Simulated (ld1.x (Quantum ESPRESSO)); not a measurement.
Before and after: TM potential for Zn (Z = 30)

zinc (Zn), norm-conserving Troullier–Martins (Kleinman–Bylander form), made with ld1.x (Quantum ESPRESSO) 7.5 (PBE, scalar-relativistic). Core [Ar], reference 3d10 4s2 4p0. Waves: 4s (bound): rc 2.30 bohr; 4p (bound, empty): rc 2.00 bohr; 3d (bound): rc 1.05 bohr. Local part: all-electron potential smoothed inside 1.95 bohr (lloc = -1). Core correction: a·sin(br)/r model core inside 1.00 bohr.

All-electron outer shells of the reference configuration (PBE, scalar-relativistic, ld1.x):

```json
{"shell": "3s", "level (eV)": "-129.23", "outermost node (bohr)": "0.28", "outermost maximum (bohr)": "0.59"}
{"shell": "3p", "level (eV)": "-83.40", "outermost node (bohr)": "0.25", "outermost maximum (bohr)": "0.59"}
{"shell": "3d", "level (eV)": "-10.14", "outermost node (bohr)": "–", "outermost maximum (bohr)": "0.57"}
{"shell": "4s", "level (eV)": "-5.98", "outermost node (bohr)": "0.85", "outermost maximum (bohr)": "2.09"}
{"shell": "4p", "level (eV)": "-1.12", "outermost node (bohr)": "0.92", "outermost maximum (bohr)": "3.08"}
```

Change: wave 3d (bound): rc 1.05 bohr becomes 3d (bound): rc 1.58 bohr.

Cutoffs: the cutoffs (Ry, on a coarse ladder) from which the occupation-weighted sum of valence levels, in a spherical-Bessel basis at the reference potential, stays within 10 and 1 mRy of its value at 400 Ry; they do not see the model core or the augmentation charge, which bear on the density cutoff. Errors are all-electron minus pseudo energies relative to the spin-unpolarised reference configuration.

Problem. How do hardness, ghosts and transferability respond?

Solution. Of the 5 tests that both files solve, the error grows in 0 and shrinks in 4 by more than 15 % and 0.3 meV (median size 16.8 → 8.0 meV); neither file shows a bound ghost. That the errors move this way runs against the usual rule that smaller radii transfer better.

```csv
quantity,base,changed
"cutoff, loose",230 Ry,120 Ry
"cutoff, tight",over 300 Ry,200 Ry
loose cutoff by channel (10 mRy a level),"s 8 Ry, d 180 Ry","s 8 Ry, d 100 Ry"
bound ghosts,none,none
tests with a reliable result,6 of 7,6 of 7
"error for 3d10 4s1 4p0, meV [ΔE 9.89 eV]",-6.9,-3.3
"error for 3d9 4s0 4p0, meV [ΔE 68.86 eV]",-292,-285
"error for 3d9 4s2 4p0, meV [ΔE 17.90 eV]",-165,-75
"error for 3d10 4s0 4p2, meV [ΔE 10.56 eV]",-12,-7.1
"error for 3d10 4s0 4p1, meV [ΔE 16.21 eV]",-17,-8.0
s: phases at 2.50 bohr within 0.05 rad from the reference energy up to (Ry; the scan ends near 5),1.8,1.8
p: phases at 2.50 bohr within 0.05 rad from the reference energy up to (Ry; the scan ends near 5),2.9,2.9
d: phases at 2.50 bohr within 0.05 rad from the reference energy up to (Ry; the scan ends near 5),1.0,0.9
```
